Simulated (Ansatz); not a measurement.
Reaction (atomization): `F[Si](F)(Cl)[SiH2]Cl` → 2 Cl• + 2 F• + 2 H• + 2 Si•

Calculated with Ansatz (gas phase, PBE0-D4/def2-TZVP geometries, no zero-point term in ΔE). CCSD(T)/CBS is the MP2 limit (def2-TZVPP, def2-QZVPP) plus CCSD(T) − MP2 in def2-TZVPP, frozen cores. This one scheme is used for every species, atoms too. DFT in def2-TZVPP. B3LYP here is the variant with VWN-RPA as its local correlation; programs differ in this. HSE06 is defined as in plane-wave codes. No spin–orbit coupling; open shells (•) take unrestricted orbitals. Spin–orbit coupling would lower the free atoms: a little for Cl, F, Si. One conformer a species, not always the lowest.

```csv
level,ΔE (eV),difference from CCSD(T)/CBS
LDA (SPW92),33.70,3.88
PBE-D4,29.87,0.05
revPBE-D4,29.09,-0.73
BLYP-D4,29.21,-0.61
r2SCAN-D4,29.83,0.01
B97M-V,29.94,0.12
PBE0-D4,29.37,-0.45
B3LYP-D4,29.27,-0.55
r2SCAN0-D4,29.23,-0.59
BHLYP-D4,28.57,-1.25
CAM-B3LYP-D4,29.54,-0.28
ωB97X-V,29.88,0.06
ωB97M-V,29.74,-0.08
B2PLYP,29.11,-0.71
PBE-QIDH,29.42,-0.40
PBE,29.59,-0.23
revPBE,28.39,-1.43
BLYP,28.62,-1.20
r2SCAN,29.76,-0.06
PBE0,29.14,-0.68
r2SCANh,29.51,-0.31
r2SCAN0,29.15,-0.67
HSE06,29.16,-0.66
CAM-B3LYP,29.29,-0.53
LC-ωPBE,29.37,-0.45
HF/def2-SVP,21.38,-8.44
MP2/def2-SVP,27.70,-2.12
CCSD/def2-SVP,26.49,-3.33
CCSD(T)/def2-SVP,26.78,-3.04
HF/def2-TZVPP,22.28,-7.54
MP2/def2-TZVPP,29.83,0.01
SCS-MP2/def2-TZVPP,29.28,-0.54
CCSD/def2-TZVPP,28.27,-1.55
CCSD(T)/def2-TZVPP,28.76,-1.06
HF/def2-QZVPP,22.39,-7.43
MP2/def2-QZVPP,30.47,0.65
SCS-MP2/def2-QZVPP,29.97,0.15
HF/CBS(def2),22.41,-7.41
MP2/CBS(def2),30.88,1.06
CCSD/CBS(def2),29.33,-0.49
CCSD(T)/CBS,29.82,0
```

Largest T1 diagnostic among the species: 0.012.

From PBE to PBE0 (25 % exact exchange), in def2-TZVPP and without D4, ΔE moves by −0.46 eV: exact exchange takes away binding that semilocal exchange gives to molecules. Leaving LDA and LC-ωPBE aside and taking each functional with its dispersion term where it has one, the values spread over 1.37 eV, from BHLYP-D4 to B97M-V. LDA lies +4.11 eV from PBE without D4, its usual overbinding. In def2-TZVPP, CCSD(T) changes the Hartree–Fock value by +6.48 eV (the triples alone add +0.49 eV) and MP2 by +7.54 eV; breaking electron pairs costs correlation energy, which Hartree–Fock lacks.

For atomizations the MP2-based limit and the directly extrapolated one differ by several kJ/mol either way, and by 10 to 25 for some Ge, Se and Sn compounds, so smaller differences from it don't rank the levels.
